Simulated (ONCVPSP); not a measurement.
BLYP ONCV dataset for boron, scalar-relativistic all-electron reference.

```
Element                 : B (Z = 5)
Generator               : ONCVPSP 4.0.1
Type                    : optimised norm-conserving Vanderbilt (ONCV)
Functional              : BLYP
Relativity              : scalar-relativistic
Frozen core             : [He]
Valence charge          : 3
Reference configuration : 2s2 (charge +1)
Partial waves           : 2s: rc 1.35 bohr, ncon 4, nbas 7, qcut 4.6 1/bohr, 2 projectors, debl 3.6 Ha; p scattering state at 0.02 Ha: rc 1.45 bohr, ncon 4, nbas 7, qcut 4.8 1/bohr, 2 projectors, debl 0.6 Ha
Local potential         : polynomial inside 1.05 bohr (lpopt 5, dvloc0 -1 Ha)
Core correction         : polynomial model core, fcfact 0.55
```

In the p channel the program set the typed energies aside and used 0.050, 0.650 Ha.

Calculated quality:

```json
{
  "Cutoffs needed": "13 Ha and 54 Ha (the cutoffs (Ha) at which the residual kinetic energy of the hardest occupied pseudo-wave falls to 1 and 0.1 mHa per electron)",
  "Ghost test": "no bound ghost flagged; GHOST(+) flags only above 600 eV",
  "Largest excitation error": "+38 meV (all-electron minus pseudo) for 2s1 2p2, out of 4 test configurations",
  "rms error of d²Exc/dni dnj": "4.04 mHa without and 0.07 mHa with the model core"
}
```

Generation and tests took about 2.7 s on one core of a shared server CPU.
